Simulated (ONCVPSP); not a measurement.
## What one change does to a pseudopotential (tin, ONCV)

tin (Sn), optimised norm-conserving Vanderbilt (ONCV), made with ONCVPSP 4.0.1 (PBEsol, scalar-relativistic). Core [Ar] 3d10, reference 4s2 4p6 4d10 5s2 5p1 (charge +1). Waves: 4s+5s: rc 1.45 bohr, ncon 5, nbas 9, qcut 9.4 1/bohr, 2 projectors; 4p+5p: rc 1.75 bohr, ncon 5, nbas 9, qcut 9.3 1/bohr, 2 projectors; 4d: rc 1.00 bohr, ncon 3, nbas 6, qcut 9.9 1/bohr, local. Local part: the d channel. Core correction: none.

All-electron outer shells of the reference configuration (PBEsol, scalar-relativistic, ld1.x):

```csv
shell,level (eV),outermost node (bohr),outermost maximum (bohr)
3p,-706.51,0.14,0.30
3d,-481.42,–,0.25
4s,-141.76,0.40,0.74
4p,-97.58,0.41,0.79
4d,-33.78,0.39,0.88
5s,-17.88,0.98,1.99
5p,-10.28,1.08,2.43
```

Change: d: rc 0.74.

Cutoffs: the cutoffs (Ha) at which the residual kinetic energy of the hardest occupied pseudo-wave falls to 1 and 0.1 mHa per electron; they do not see the model core or the augmentation charge, which bear on the density cutoff. Errors are all-electron minus pseudo energies relative to the spin-unpolarised reference configuration.

Q: What does the change do?

A: The errors of the 4 common tests hardly move; neither file shows a bound ghost.

```csv
quantity,base,changed
"cutoffs, loose and tight","44 Ha, 62 Ha",not determined
bound ghosts,none,none
GHOST(+) flags under 300 eV,none,s at 185.3 eV
"error for 4s2 4p6 4d10 5s2 5p2, meV [ΔE -6.90 eV]",+1.5,+1.5
"error for 4s2 4p6 4d10 5s2 5p0, meV [ΔE 13.97 eV]",-3.4,-3.3
"error for 4s2 4p6 4d10 5s1 5p0, meV [ΔE 44.99 eV]",-10,-10
"error for 4s2 4p6 4d10 5s1 5p2, meV [ΔE 7.69 eV]",-0.6,-0.6
s: phases at 1.47 bohr within 0.05 rad from the reference energy up to (Ha; the scan ends near 5),to the end of the scan,to the end of the scan
p: phases at 1.78 bohr within 0.05 rad from the reference energy up to (Ha; the scan ends near 5),to the end of the scan,to the end of the scan
```
